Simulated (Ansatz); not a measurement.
`C=C[SiH2]O[SiH2]F` + `F[SiH2][SiH](F)F` → `C=C[SiH2][SiH2]F` + `F[SiH2]O[SiH](F)F`  (redistribution)

Calculated with Ansatz (gas phase, PBE0-D4/def2-TZVP geometries, no zero-point term in ΔE). CCSD(T)/CBS adds triple-zeta CCSD(T) − MP2 to the extrapolated MP2 energy (def2 sets, frozen cores). This one scheme is used for every species. One conformer a species, not always the lowest.

`C=C[SiH2]O[SiH2]F`:

```xyz
13

C     0.344   -0.944   -2.096
C    -0.582   -0.012   -1.888
Si   -0.789    0.860   -0.269
O     0.325    0.265    0.781
Si    0.698   -0.130    2.302
F     1.018    1.189    3.137
H     0.455   -1.446   -3.053
H     1.035   -1.241   -1.313
H    -1.248    0.252   -2.708
H    -0.579    2.323   -0.425
H    -2.154    0.638    0.280
H    -0.445   -0.797    2.965
H     1.922   -0.957    2.287
```

`F[SiH2][SiH](F)F`:

```xyz
8

F    -0.883   -1.627   -1.334
Si    0.070   -1.184   -0.123
Si   -0.036    1.159    0.092
F    -1.486    1.589    0.587
F     0.999    1.584    1.227
H     1.456   -1.612   -0.443
H    -0.393   -1.857    1.116
H     0.273    1.948   -1.122
```

`C=C[SiH2][SiH2]F`:

```xyz
12

C    -0.621   -0.936    2.066
C    -0.275   -1.105    0.793
Si   -0.754    0.071   -0.566
Si    1.140    1.151   -1.434
F     2.181    0.046   -1.970
H    -1.235   -0.099    2.387
H    -0.309   -1.626    2.845
H     0.344   -1.964    0.537
H    -1.444   -0.645   -1.675
H    -1.669    1.112   -0.017
H     1.836    1.951   -0.391
H     0.806    2.043   -2.576
```

`F[SiH2]O[SiH](F)F`:

Cartesian coordinates in Å:
```
F 0.063 2.500 -0.387
Si 0.470 1.108 -1.039
O -0.303 -0.079 -0.239
Si -0.528 -1.116 0.965
F 0.653 -0.987 2.009
F -0.480 -2.584 0.387
H 0.004 1.105 -2.438
H 1.931 0.950 -0.897
H -1.808 -0.896 1.638
```

```csv
species,HF/def2-TZVPP energy (Eh)
`C=C[SiH2]O[SiH2]F`,-832.27014
`F[SiH2][SiH](F)F`,-878.28590
`C=C[SiH2][SiH2]F`,-757.25196
`F[SiH2]O[SiH](F)F`,-953.32112
```

Work out ΔE.

ΔE = (-757.25196) + (-953.32112) − (-832.27014) − (-878.28590) = -0.01704 Eh = -0.46 eV. CCSD(T)/CBS gives -0.48 eV.

Largest T1 diagnostic among the species: 0.012.

From BLYP to BHLYP (50 % exact exchange), in def2-TZVPP and without D4, ΔE moves by −0.04 eV. Leaving LDA and LC-ωPBE aside and taking each functional with its dispersion term where it has one, the values, not all of them listed here, spread over 0.10 eV, from r2SCAN0-D4 to BLYP-D4. LDA lies −0.04 eV from PBE without D4. In def2-TZVPP, CCSD(T) changes the Hartree–Fock value by −0.03 eV (the triples alone add −0.00 eV) and MP2 by −0.03 eV.
